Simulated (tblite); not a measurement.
C6H14P (charge +1).
Structure used (GFN2-xTB), in Å, numbered top down from 1:
```xyz
21
C6H14P angstrom
C     -1.2918    2.1106   -0.6883
C     -0.7265    1.4782    0.3288
P     -0.3005   -0.2677    0.3272
C     -0.9188   -1.0891   -1.1598
C     -1.0460   -1.0337    1.7885
C      1.5126   -0.4294    0.4520
C      2.2258    0.1958   -0.7424
H     -1.5229    3.1619   -0.6329
H     -1.5495    1.6170   -1.6112
H     -0.4724    1.9917    1.2487
H     -0.4742   -0.6455   -2.0495
H     -0.6590   -2.1469   -1.1192
H     -2.0030   -0.9881   -1.2058
H     -2.1291   -0.9253    1.7480
H     -0.6730   -0.5477    2.6895
H     -0.7908   -2.0922    1.8214
H      1.7518   -1.4928    0.5402
H      1.8155    0.0632    1.3809
H      2.0087   -0.3441   -1.6607
H      1.9335    1.2365   -0.8715
H      3.3006    0.1644   -0.5846
```

Method: GFN2-xTB as coded in tblite; computed harmonic values from a numerical Hessian at the method's own geometry, unscaled. This tight-binding method is rough: wavenumbers can miss measured ones by several per cent, in bad cases by 10 to 20. One conformer, not necessarily the lowest.

Harmonic wavenumbers (cm⁻¹): 53.5, 64.1, 143.9, 146.0, 171.8, 182.1, 188.0, 212.3, 231.0, 255.1, 317.4, 371.2, 556.2, 625.0, 724.0, 739.8, 781.1, 786.1, 832.5, 850.7, 894.2, 910.4, 923.8, 979.0, 1000.6, 1004.9, 1010.1, 1065.2, 1197.8, 1221.6, 1239.7, 1311.8, 1318.5, 1374.7, 1391.5, 1398.1, 1402.2, 1402.6, 1409.0, 1421.5, 1480.3, 1487.4, 1649.9, 2942.1, 2951.1, 2997.5, 3000.9, 3002.2, 3005.7, 3008.1, 3009.8, 3027.4, 3033.2, 3047.4, 3060.1, 3100.1, 3127.6.

A = 2123, B = 1882, C = 1456 MHz; mass 117.083 u (most abundant isotopes); point group C1, symmetry number 1.

**Question.** What is the zero-point energy?

**Answer.** ½Σν̃ = 39520 cm⁻¹ = 472.76 kJ/mol.

**Question.** Entropy at 298.15 K, 1 bar (ideal gas, RRHO, classical rotation)?

**Answer.** Translation 168.26, rotation 118.84, vibration 137.63: S = 424.7 J/(mol K).

**Question.** And Cp and H(298.15 K) − H(0)?

**Answer.** Cp = 172.03 J/(mol K), of which vibrations give 138.78 (their classical limit is 57 R = 473.9); H(298.15 K) − H(0) = 31.67 kJ/mol without the zero-point energy, 21.75 from vibrations.

**Question.** How do the functions run with temperature in this model?

**Answer.** 
```tsv
T (K)	S (J/(mol K))	Cp (J/(mol K))	H − H(0) (kJ/mol)	G − H(0) (kJ/mol)	ln q(vib)
150	330.4	111.2	10.81	-38.75	3.28
250	396.3	151.2	23.89	-75.19	6.35
400	481.4	215.3	51.43	-141.14	10.73
600	582.5	283.8	101.74	-247.75	16.34
900	711.5	352.3	197.92	-442.47	24.18
```

q(vib) and H(0) count from the zero-point level.

**Question.** Blend soft modes into free rotors: weight 1/[1 + (100 cm⁻¹/ν̃)⁴] for the oscillator and the rest for a rotor with moment μB/(μ + B), μ = h/(8π²ν), B = 10⁻⁴⁴ kg m². What vibrational entropy results?

**Answer.** 128.92 J/(mol K) in place of 137.63, which changes −T·S at 298.15 K by +2.60 kJ/mol.

**Question.** Which modes carry the vibrational entropy at 298.15 K?

**Answer.** 53.5 cm⁻¹: 19.60; 64.1 cm⁻¹: 18.10; 143.9 cm⁻¹: 11.51; 146.0 cm⁻¹: 11.40; 171.8 cm⁻¹: 10.11; 182.1 cm⁻¹: 9.65 J/(mol K); the other 51 give 57.27 together.

Hindered rotation and anharmonicity are outside this model. Other conformers, if any are populated, would add a mixing term that is left out. The structure is chiral; the term R ln 2 for an equal mix with its mirror image is left out.
